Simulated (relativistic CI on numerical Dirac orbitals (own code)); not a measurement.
Hyperfine structure of Ga¹⁴⁺, mass number 69

Method of calculation: Dirac-Coulomb-Breit CI, KLI orbitals optimised for each configuration, model QED (radiative potential, 1s self-energy scaled to tabulated hydrogen-like ionisation energies), unscaled Slater integrals (own radial code, finite nucleus).

Configuration list (outside the closed core [Ne]): 3s²3p⁵, 3s3p⁶, 3s²3p⁴3d, 3s3p⁵3d, 3p⁶3d, 3s3p⁴3d², 3s²3p⁴4s, 3s²3p³3d4p, 3p⁶4s, 3s²3p⁴4p, 3p⁶4p, 3s3p⁴3d4s, 3s²3p⁴4d, 3s²3p³3d4s, 3s²3p²3d²4s, 3s3p³3d²4s, 3s²3p²3d4s², 3s²3p²3d4s4p, 3s²3p²3d4s4d. Double excitations out of closed p, d and f shells are left out; levels of such configurations are missing from the list, as are those of other unlisted configurations, and high levels can miss mixing partners.

Nuclear spin I = 3/2, μ = 2.01502 μN, Q = 0.171 b (tables of Stone and Pyykkö). The electronic factors are computed for point nuclear moments, without core polarisation or the Bohr-Weisskopf and QED corrections.

```
         Level  E (cm⁻¹)  A (GHz)  B (GHz)
 3s²3p⁵ ²P°3/2         0    11.41    -2.63
 3s²3p⁵ ²P°1/2     40771    59.89         
   3s3p⁶ ²S1/2    388671    160.3         
3s²3p⁴3d ⁴D5/2    524178    7.111   -0.592
3s²3p⁴3d ⁴D7/2    526391    4.419    -1.27
3s²3p⁴3d ⁴D3/2    526556     10.1   -0.221
3s²3p⁴3d ⁴D1/2    531555    17.37         
3s²3p⁴3d ⁴F9/2    564350    6.373      2.4
```

Levels with J = 0, under 50 % of one LS term, or S terms without an open s electron are left out. Small factors come from cancelling terms and can be off by tens of per cent or more.

At this charge energies of transitions that change n are usually good to better than 1 %, and those within a shell (Δn = 0) to a few per cent.

Q: Give the hyperfine levels of 3s²3p⁵ ²P°1/2 relative to its centre of gravity.

A: With K = F(F + 1) − I(I + 1) − J(J + 1), E = AK/2: F = 1: -74.86, F = 2: 44.91 GHz.

LS names give the leading component of a level, which can be under half, so a name can repeat, a term be missing and a line seem to break the LS rules.
